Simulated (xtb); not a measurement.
Al(H)2(SeH) (AlH3Se), SMILES [SeH][AlH2]. All values are semi-empirical tight-binding results from xtb (GFN2-xTB unless named), good for trends rather than for accurate numbers. The structure is a stationary point at GFN2-xTB.

Optimised geometry:

Bonded distances (Å): Al1–H2 1.539, Al1–H3 1.539, Al1–Se4 2.301, Se4–H5 1.444. Bond angles (°): H2–Al1–H3 116.2, H2–Al1–Se4 121.9, H3–Al1–Se4 121.8, Al1–Se4–H5 93.8.

For metal compounds this method's bond lengths and energies can be far off.

Computed properties:
```yaml
point_group_as_xtb_finds_it: Cs
orbital_gap: 4.52 eV
zero_point_energy: 11.7 kcal/mol
G − E(el) at 298.15 K (modified RRHO): -5.7 kcal/mol
```

Computed atomic charges and the Wiberg bond orders between heavy atoms:
charges (e) Al1 0.41, H2 -0.15, H3 -0.15, Se4 -0.27, H5 0.16. Bond orders Al1–Se4 1.28.
